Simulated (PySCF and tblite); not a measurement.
The numbers below are computed, except where a source is named.
C₈H₁₁ClO, numbered as in [CH3:1][O:2][C@@H:3]1[C@H:4]2[CH:5]=[C:6]([Cl:7])[C@@H:8]1[CH2:9][CH2:10]2.

Conformers came from 60 starts (ETKDG and KDG, MMFF94s, GFN2-xTB); geometries are GFN2-xTB. Free energies are PBE0-D3(BJ)/def2-SVP (IEF-PCM, cyclohexane) single points with GFN2-xTB rigid-rotor and vibrational terms (modes under about 100 cm⁻¹ blended into free rotors). Symmetry numbers and mirror images are counted. Conformers within 1.5 kcal/mol (GFN2-xTB free energy) were kept, 4 at most. Run with PySCF (density fitting) and tblite.

Rotational constants are equilibrium values for the commonest isotopes; dipoles come from the energy level named and are polarised by its solvent model.

Torsions listed: C1–O2–C3–C4. The 5-ring runs over atoms 3–4–5–6–8. The 5-ring runs over atoms 3–4–10–9–8.

```
conformer                                                                                                              shape  symmetry  weight %
        1  5-ring envelope (ring torsions 34, 0, -34, 51, -52°); 5-ring envelope (ring torsions -37, 0, 36, -58, 58°); -175°        C1      56.8
        2   5-ring envelope (ring torsions 34, 0, -34, 51, -52°); 5-ring envelope (ring torsions -37, 0, 36, -58, 58°); -79°        C1      43.2
```

Sets of constants, in random order:

| set | A (MHz) | B (MHz) | C (MHz) | abs μa (D) | abs μb (D) | abs μc (D) |
| --- | --- | --- | --- | --- | --- | --- |
| P | 2107 | 795 | 709 | 1.29 | 0.51 | 0.10 |
| Q | 2458 | 728 | 698 | 1.95 | 0.21 | 1.25 |

Problem. Match each set to its conformer.

Solution. P is conformer 1, Q is conformer 2.
